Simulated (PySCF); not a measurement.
## Correlation energy of Ne(3+) (neon, charge +3)

[He] 2s2 2p3, high-spin 4S determinant. Computed with PySCF 2.14 in aug-cc-pVQZ, with the non-relativistic Hamiltonian (point nucleus). Frozen: 1s2; 5 electrons correlated.

MP2 pair energies summed by pair of shells (mhartree):

```
 pair  energy  share (%)
2s-2p  -75.14       66.9
2p-2p  -25.61       22.8
2s-2s  -11.51       10.3
```

Total MP2 correlation energy: -112.26 mhartree.

Same-spin part -32.20 and opposite-spin part -80.06 mhartree; SCS-MP2 scales them by 1/3 and 6/5 to -106.80 mhartree.
